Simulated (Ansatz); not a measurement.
Abridged output of a molecular run in Ansatz:

```
Functional definition: HF
  name "HF"
  cite "Fock, Z. Phys. 61, 126 (1930) doi:10.1007/BF01340294"
  parent pbe
  exchange = exact_x
  correlation = 0
these checks for a lower state are left out or cut short: cluster_reference
904 factors; integrals over basis functions are off by at most 5.8e-4 eV
mean field evaluation 1: about -141660.4541 eV, gradient 2.1e1 eV
mean field evaluation 2: about -141660.4655 eV, gradient 2.1e1 eV
mean field evaluation 4: about -141662.7783 eV, gradient 2.0e0 eV
mean field evaluation 8: about -141662.8618 eV, gradient 1.7e-1 eV
mean field -141662.86268363 eV, -5206.0141810864 hartree, gradient 2.9e-6 eV, S^2 0.760035; 0 other end points of the search recorded, 0 dependent functions left out
24 core orbitals not correlated: weight in the atoms' cores, before any rotation towards them, 1.000 or more for the frozen orbitals, at most 0.000 for the correlated occupied ones
reference -141662.86268363 eV, -5206.0141810864 hartree; 23, 22 occupied and 49, 50 virtual orbitals, 904 factors
second order -20.39127864 eV of doubles, -0.00000000 eV of singles
cycle   1  -20.05748839 eV  change    3.3e-1 eV  update   1.0e-1
cycle   2  -20.50619328 eV  change   -4.5e-1 eV  update   3.1e-2
cycle   3  -20.60746596 eV  change   -1.0e-1 eV  update   1.8e-2
cycle   4  -20.59775147 eV  change    9.7e-3 eV  update   6.0e-3
cycle   5  -20.59391246 eV  change    3.8e-3 eV  update   3.2e-3
cycle   6  -20.59585047 eV  change   -1.9e-3 eV  update   1.4e-3
cycle   7  -20.59558428 eV  change    2.7e-4 eV  update   5.5e-4
cycle   8  -20.59573792 eV  change   -1.5e-4 eV  update   2.2e-4
cycle   9  -20.59585662 eV  change   -1.2e-4 eV  update   9.0e-5
cycle  10  -20.59579239 eV  change    6.4e-5 eV  update   4.6e-5
cycle  11  -20.59580594 eV  change   -1.4e-5 eV  update   2.2e-5
perturbative correction -0.48589786 eV, -0.0178564169 hartree
Total energy: -141683.94438744 eV, -5206.7889194114 hartree
Checks for a lower state left out: cluster_reference
```

Its atoms:

Z-matrix (Å, degrees):
```
Ge
F 1 1.732
Br 1 2.305 2 106.9
Cl 1 2.146 2 105.6 3 -118.6
```

**Question.** Which basis set was used?
A. def2-SVP
B. def2-TZVPPD
C. def2-TZVPP
D. def2-SVPD

**Answer.** A. It gives 96 functions.

**Question.** Write the keys of the input that set method, charge and spin (a neutral closed shell needs none for the last two).

**Answer.** 
```yaml
magnetization: {spin_polarized: true, initial_magnetization: 1}
correlation: {method: ccsd_t}
scf: {omitted_lower_state_checks: [cluster_reference]}
```
